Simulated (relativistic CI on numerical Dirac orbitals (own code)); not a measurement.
Calculated at this level of theory: Dirac-Coulomb-Breit CI, separate exchange-only KLI orbitals for each configuration, a model potential for QED, unscaled Slater integrals (own radial code, finite nucleus).

The strongest absorption lines from the ground level of an ion, among the configurations computed and to levels below about 4530 eV (vacuum wavelength in nm, gf): 0.34582 (0.43), 0.39928 (1.3), 0.40436 (0.062), 0.43175 (5.7), 0.44797 (2.7), 0.47646 (0.38), 0.52965 (0.27), 0.54532 (0.17).

Q: Which ion is it?
A. Fr59+
B. Pb54+
C. Ir49+
D. Pb52+

A: B. Pb54+ has 28 electrons and the ground level 3s2 3p6 3d10 1S_0; the strongest line goes to 3s2 3p6 3d9 4f 1P°_1. The pattern of lines fixes the number of electrons, and along that sequence the line energies rise steadily with the charge (about as its square where n changes within one kind of shell, about linearly where n is kept but much faster in heavy ions where fine structure, which grows about as Z⁴, sets the gap, and irregularly where shells cross), which fixes Z. Configurations outside the model, such as inner-shell arrays, can give stronger lines. At this charge energies of transitions that change n are usually good to better than 1 %, and those within a shell (Δn = 0) to a few per cent.

LS names give the leading component of a level, which can be under half, so a name can repeat, a term be missing and a line seem to break the LS rules.
